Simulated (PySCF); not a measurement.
**Working out the ionisation energy of Cu**

Cu [Ar] 3d10 4s1 (2S) → Cu⁺ [Ar] 3d10 (1S). Computed with PySCF 2.14 in x2c-TZVPall, with the spin-free X2C one-electron Hamiltonian (Gaussian nucleus). Frozen: [Ar]. Energies in hartree (1 hartree = 27.21139 eV):

```
            part    Cu (lower)   Cu⁺ (upper)
             UHF  -1653.132680  -1652.890205
CCSD correlation     -0.354863     -0.330034
             (T)     -0.012683     -0.008499
```

Task: What does Hartree-Fock give?

Result: (-1652.890205) − (-1653.132680) = 0.242475 hartree = 6.598 eV.

Task: What do CCSD and CCSD(T) give?

Result: The CCSD correlation energies differ by 0.024829 hartree = 0.676 eV and the triples by 0.004184 hartree = 0.114 eV, so CCSD gives 7.274 eV and CCSD(T) 7.388 eV.

Measured between the centres of the two terms (NIST): 7.726 eV, so CCSD(T) (valence) is off by -0.338 eV.

What remains against the reference includes basis incompleteness, the frozen core and higher excitations.
